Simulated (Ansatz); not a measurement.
Ansatz (a first-principles code) input (r2SCAN/def2-TZVPD):

Ansatz 0.2 input:
```yaml
crystal:
  periodic: [false, false, false]
  atoms:
    - {symbol: Mo, position_ang: [0.00647517, -0.00620018, -0.06176619]}
    - {symbol: H, position_ang: [-0.45393104, -0.78603789, 1.30334400]}
    - {symbol: H, position_ang: [-0.75473259, 0.85253707, 1.10732733]}
    - {symbol: H, position_ang: [-0.51341346, -1.59752640, -0.28254492]}
    - {symbol: H, position_ang: [-1.02821628, 1.20679091, -0.61801505]}
    - {symbol: H, position_ang: [0.81686423, 0.30866156, 1.32667834]}
    - {symbol: H, position_ang: [1.66147220, 0.27598242, -0.24260968]}
basis:
  gaussian:
    orbitals: def2-TZVPD
hamiltonian:
  xc: {name: r2SCAN}
magnetization: {spin_polarized: true, initial_magnetization: 2}
```

Output:

```
Functional definition: r2SCAN
integrals: 0.02 GiB planned
614 factors; their error is unknown
mean field: 0.32 GiB planned
mean field evaluation 1: about -1945.0903 eV, gradient 2.3e1 eV
mean field evaluation 2: about -1934.0403 eV, gradient 5.1e1 eV
mean field evaluation 4: about -1947.8080 eV, gradient 6.4e0 eV
mean field evaluation 8: about -1948.0629 eV, gradient 2.3e-1 eV
mean field evaluation 16: about -1948.0544 eV, gradient 2.6e-2 eV
mean field evaluation 32: about -1948.1362 eV, gradient 1.4e-5 eV
mean field evaluation 64: about -1948.0314 eV, gradient 7.6e-2 eV
mean field evaluation 96: about -1948.1146 eV, gradient 3.2e-4 eV
mean field evaluation 128: about -1948.1362 eV, gradient 5.8e-5 eV
mean field -1948.13619022 eV, -71.5926844963 hartree, gradient 7.2e-6 eV, S^2 2.011512; 8 other end points of the search recorded, 0 dependent functions left out
reference -1948.13621946 eV, -71.5926855710 hartree; 11, 9 occupied and 83, 85 virtual orbitals, 614 factors
Total energy: -1948.13621946 eV, -71.5926855710 hartree
```

This state (charge 0, triplet) is run at the relaxed geometry of the species with charge 0 and multiplicity 1, and is a spin state other than that species' own.
